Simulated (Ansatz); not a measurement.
`O[C](=S)[GaH][F]` + HI → `[F][GaH][I]` + `OC=S`  (ligand exchange at a Ga–C bond)

Computed with Ansatz on PBE0-D4/def2-TZVP structures; ΔE is electronic, products minus reactants. CBS: MP2 limit from def2 TZ/QZ plus the TZ coupled-cluster correction, frozen cores. This one scheme is used for every species. DFT in def2-TZVPP. Elements past krypton have def2 core potentials. For Ga, I outer-core shells are correlated without core-valence functions, which leaves a few kJ/mol of doubt a bond. Scalar relativity is left out up to krypton. Each species was taken in one conformer, which may not be the lowest.

`O[C](=S)[GaH][F]`:

Z-matrix (Å, degrees):
```
Ga
F 1 1.757
C 1 1.956 2 112.6
S 1 2.714 2 110.8 3 -39.7
H 1 1.543 2 118.8 3 -176.0
O 3 1.309 1 135.9 2 82.9
H 6 0.975 3 109.3 1 -177.0
```

HI:

Z-matrix (Å, degrees):
```
I
H 1 1.610
```

`[F][GaH][I]`:

Z-matrix (Å, degrees):
```
Ga
F 1 1.748
I 1 2.462 2 114.0
H 1 1.548 2 119.0 3 -180.0
```

`OC=S`:

Cartesian coordinates in Å:
```
O 0.737 0.119 0.676
C -0.331 0.022 -0.114
S -1.805 0.491 0.314
H 1.517 -0.221 0.220
H -0.118 -0.411 -1.096
```

CCSD(T)/CBS gives -110.5 kJ/mol.

Problem. Another level gave -113.5 kJ/mol. Which?
A. BHLYP/def2-TZVPP
B. HF/def2-TZVPP
C. PBE-D4/def2-TZVPP
D. PBE0/def2-TZVPP

Solution. D. PBE0 -113.5, BHLYP -122.5, PBE-D4 -104.5, HF/def2-TZVPP -134.3 kJ/mol.

Largest T1 diagnostic among the species: 0.018.

From BLYP to BHLYP (50 % exact exchange), in def2-TZVPP and without D4, ΔE moves by −10.3 kJ/mol. The D4 term adds +4.7 kJ/mol with B3LYP and +2.5 kJ/mol with PBE0; it sums over pairs of atoms, weighted by their polarisabilities, and B3LYP, whose exchange is more repulsive, gets the larger term.

CCSD(T)/CBS has its own doubt, a few kJ/mol and more with outer-core shells, so smaller differences from it don't rank the levels.

B3LYP here is the variant with VWN-RPA as its local correlation; programs differ in this.
